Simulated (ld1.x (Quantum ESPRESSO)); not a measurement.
## What one change does to a pseudopotential (Se, PAW)

| Item | Value |
| --- | --- |
| Element | selenium (Se) |
| Generator | ld1.x (Quantum ESPRESSO) 7.5 |
| Type | PAW |
| Functional | PBEsol |
| Relativity | scalar-relativistic |
| Frozen core | [Ar] |
| Valence charge | 16 |
| Reference configuration | 3d10 4s2 4p4 |
| Partial waves | 4s (bound): rcut 1.35, rcutus 1.80 bohr; 4s channel at 0.4 Ry: rcut 1.35, rcutus 1.80 bohr; 4p (bound): rcut 1.30, rcutus 1.45 bohr; 4p channel at 0.85 Ry: rcut 1.30, rcutus 1.45 bohr; 3d (bound): rcut 0.70, rcutus 0.90 bohr; 3d channel at 1.45 Ry: rcut 0.70, rcutus 0.90 bohr |
| Local potential | all-electron potential smoothed inside 1.70 bohr (lloc = -1) |
| Core correction | Bessel-smoothed model core, default radius (core density twice the valence density) |
| Augmentation charge | PSQ, inside the norm-conserving radii |

Change: waves 3d (bound): rcut 0.70, rcutus 1.30 bohr; 3d channel at 1.45 Ry: rcut 0.70, rcutus 1.30 bohr.

Cutoffs: the cutoffs (Ry, on a coarse ladder) from which the occupation-weighted sum of valence levels, in a spherical-Bessel basis at the reference potential, stays within 10 and 1 mRy of its value at 400 Ry; they do not see the model core or the augmentation charge, which bear on the density cutoff. Errors are all-electron minus pseudo energies relative to the spin-unpolarised reference configuration.

What does the change do?

The potential gets softer (200 Ry and 300 Ry → 80 Ry and 140 Ry); of the 7 tests that both files solve, the error grows in 1 and shrinks in 0 by more than 15 % and 0.3 meV (median size 2.9 → 3.0 meV); neither file shows a bound ghost. A larger radius leaves more room for a smooth pseudo-wave, so fewer plane waves are needed.

| quantity | base | changed |
| --- | --- | --- |
| cutoff, loose | 200 Ry | 80 Ry |
| cutoff, tight | 300 Ry | 140 Ry |
| loose cutoff by channel (10 mRy a level) | s 6 Ry, p 8 Ry, d 120 Ry | s 6 Ry, p 8 Ry, d 55 Ry |
| bound ghosts | none | none |
| error for 3d10 4s2 4p3, meV [ΔE 10.85 eV] | -1.8 | -1.8 |
| error for 3d10 4s2 4p2, meV [ΔE 31.22 eV] | -5.4 | -5.4 |
| error for 3d10 4s2 4p1, meV [ΔE 62.12 eV] | -12 | -12 |
| error for 3d10 4s1 4p5, meV [ΔE 10.89 eV] | -1.0 | -1.0 |
| error for 3d10 4s2 4p4.3, meV [ΔE -1.59 eV] | +0.2 | +0.3 |
| error for 3d10 4s1 4p4, meV [ΔE 22.39 eV] | -2.9 | -3.0 |
| error for 3d9 4s2 4p5, meV [ΔE 51.67 eV] | -281 | -347 |
| s: phases at 1.95 bohr within 0.05 rad from the reference energy up to (Ry; the scan ends near 5) | to the end of the scan | to the end of the scan |
| p: phases at 1.95 bohr within 0.05 rad from the reference energy up to (Ry; the scan ends near 5) | to the end of the scan | to the end of the scan |
| d: phases at 1.95 bohr within 0.05 rad from the reference energy up to (Ry; the scan ends near 5) | to the end of the scan | to the end of the scan |
| lowest overlap eigenvalue by channel | s 0.37, p 0.64, d 0.71 | s 0.37, p 0.64, d 0.87 |
